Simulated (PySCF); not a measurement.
HfI$_{4}$, singlet, at a GFN2-xTB geometry (such geometries of metal compounds can be far from the true shape) (core potentials on Hf, I). Base run: DF-PBE/def2-SV(P) (PySCF).

PySCF was given this input:
```python
from pyscf import gto, scf, dft

mol = gto.Mole()
mol.atom = '''
    Hf   -0.00000000    0.00000000   -0.00000000
    I     2.15787916   -0.67548443   -1.60777706
    I     0.88007107    0.43252268    2.59539358
    I    -1.18880847    2.31130827   -0.97069936
    I    -1.84914175   -2.06834653   -0.01691715
'''
mol.basis = 'def2-sv(p)'
mol.ecp = {'Hf': 'def2-sv(p)', 'I': 'def2-sv(p)'}
mol.verbose = 4
mol.symmetry = True
mol.build()

mf = dft.RKS(mol)
mf.xc = 'pbe'
mf = mf.density_fit(auxbasis='def2-universal-jkfit')
mf.kernel()
mf.analyze()
```

Variants of this job, named by their change:

```csv
change,ΔE vs base (eV),point group used,SCF cycles,outcome
base,0.00,D2,11,converged
irrep_nelec = A:28 B1:28 B2:26 B3:30,8.98,D2,14,converged
symmetry_subgroup = C2,0.00,C2,13,converged
irrep_nelec = A:30 B1:28 B2:28 B3:26,-,-,50,not converged
irrep_nelec = A:26 B1:28 B2:30 B3:28,-,-,50,not converged
symmetry = off,0.00,C1,13,converged
irrep_nelec = A:28 B1:30 B2:26 B3:28,8.98,D2,14,converged
```
